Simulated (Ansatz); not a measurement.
Isolated molecules relaxed with PBE0-D4/def2-TZVP in Ansatz; ΔE leaves out vibrations. CCSD(T)/CBS adds triple-zeta CCSD(T) − MP2 to the extrapolated MP2 energy (def2 sets, frozen cores). DFT in def2-TZVPP. B3LYP here is the variant with VWN-RPA as its local correlation; programs differ in this. For Br, Ga outer-core shells are correlated without core-valence functions, which leaves a few kJ/mol of doubt a bond. Scalar relativity is left out up to krypton. One conformer a species, not always the lowest.

Reaction (ligand exchange at a Ga–C bond): `B[CH]([GaH2])[SiH2]F` + HBr → `[GaH2][Br]` + `BC[SiH2]F`

CCSD(T)/CBS gives -1.07 eV.

Task: Another level gave -1.20 eV. Which?
A. PBE0/def2-TZVPP
B. PBE0-D4/def2-TZVPP
C. PBE-D4/def2-TZVPP
D. B3LYP/def2-TZVPP

Result: A. PBE0 -1.20, PBE0-D4 -1.14, PBE-D4 -1.09, B3LYP -1.29 eV.

Largest T1 diagnostic among the species: 0.013.

The D4 term adds +0.11 eV with B3LYP and +0.06 eV with PBE0; it sums over pairs of atoms, weighted by their polarisabilities, and B3LYP, whose exchange is more repulsive, gets the larger term. From PBE to PBE0 (25 % exact exchange), in def2-TZVPP and without D4, ΔE moves by −0.05 eV. In def2-TZVPP, CCSD(T) changes the Hartree–Fock value by +0.44 eV (the triples alone add +0.05 eV) and MP2 by +0.45 eV.
